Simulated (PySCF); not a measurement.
Computed IR spectrum (relative IR intensity) of a molecule C₃H₁₀BN. Geometry: r2SCAN-D4/def2-SVP. The values are those of a single conformer. All values below come from PySCF with r2SCAN-D4/def2-SVP. Frequencies are harmonic and unscaled.

Lines under 2 % of the strongest are left out, and lines within 2 cm⁻¹ are merged.

ν (cm⁻¹): 384 (w), 541 (vs), 702 (vw), 737 (vw), 870 (w), 978 (vw), 1002 (vw), 1159 (m), 1291 (vw), 1344 (s), 1359 (s), 1388 (w), 1418 (vw), 1438 (vw), 1455 (vw), 1479 (w), 1600 (vs), 3006 (m), 3015 (m), 3020 (w), 3044 (w), 3100 (m), 3104 (w), 3107 (m), 3118 (m), 3585 (w), 3689 (w) (against the strongest line: vs over 80 %, s over 45 %, m over 15 %, w over 4 %, vw less)

### Question
Which molecule gave these data?
(A) CNB(C)C
(B) BNC(C)C
(C) BN(C)CC
(D) CCB(C)N

### Answer
D, CCB(C)N
